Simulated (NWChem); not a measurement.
A series in which one site is exchanged, each optimised at PBE0/def2-SVP with NWChem, gas phase unless a solvent is named. Some are not confirmed as minima by frequencies. def2 effective core potentials on I; no spin-orbit coupling.

A: [Cl][Mg][Cl] (MgCl₂; site = Cl)
B: [Cl][Mg][I] (MgICl; site = I)
C: [Cl][MgH] (MgHCl; site = H)
D: [F][Mg][Cl] (MgClF; site = F)

Values for A:

dipole (D), PBE0/def2-SVP: 0.00
orbital gap (eV), PBE0/def2-SVP: 7.06
lowest singlet excitation, PBE/def2-SVPD, TDA (eV): 5.10

### Question
How do these values change for the other members?

### Answer
```
change from A                                           B      C      D
--------------------------------------------------  -----  -----  -----
dipole (D), PBE0/def2-SVP                           +0.50  +1.52  +0.13
orbital gap (eV), PBE0/def2-SVP                     -1.10  +0.33  +0.08
lowest singlet excitation, PBE/def2-SVPD, TDA (eV)  -0.88  +0.59  +0.11
```
